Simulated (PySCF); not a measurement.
The vertical singlet excitations below were computed for one of the candidates. Method used: PySCF, TDDFT PBE0/def2-SVPD, vertical, gas phase, core orbitals frozen in the response. Geometries: GFN2-xTB, one conformer each.

```
state  E (eV)       f   main configurations (H = HOMO, L = LUMO)
   S1    6.49  0.0050                                  H→L (96%)
   S2    7.11  0.0038      H-2→L (36%), H-3→L (31%), H-1→L (22%)
   S3    7.34  0.0003                   H-1→L (69%), H-2→L (15%)
   S4    7.36   0.014                                H→L+1 (92%)
   S5    7.56  0.0093                   H-3→L (44%), H-2→L (38%)
   S6    7.81  0.0021  H→L+2 (25%), H-2→L+1 (17%), H-1→L+1 (12%)
```

Triplets computed (Tamm–Dancoff): 5.93, 6.23 eV.

Question: Which structure fits? All have the formula C6H6FNO2.
A. `CO/C=C(/C#N)O/C=C/F`
B. `N#C[C@@H]1OC[C@@]12CO[C@H]2F`
C. `O=CN[C@@H]1C=COC=C1F`

Answer: B. Its S1, at 6.49 eV, is the highest among the candidates; the nearest of the others has S1 at 5.26 eV. S1 is HOMO→LUMO (96%). Löwdin shares by element: HOMO oxygen 53% or more, carbon 17% or more, hydrogen 6% or more (atoms not listed hold the other 23%); LUMO carbon 31% or more, nitrogen 20%, oxygen 14% or more (atoms not listed hold the other 34%). At the same level the other candidates give, for their lowest levels:
- `CO/C=C(/C#N)O/C=C/F`: 4.81 eV (f 0.035); 4.93 eV (f 0.133); 5.92 eV (f 0.187); 6.06 eV (f 0.061); 6.20 eV (f 0.136); T1 3.30 eV; HOMO -6.62, LUMO -1.09 eV
- `O=CN[C@@H]1C=COC=C1F`: 5.26 eV (f 0.018); 5.80 eV (f 0.009); 6.18 eV (f 0.015); 6.23 eV (f 0.017); 6.54 eV (f 0.007); T1 4.00 eV; HOMO -6.89, LUMO -0.48 eV
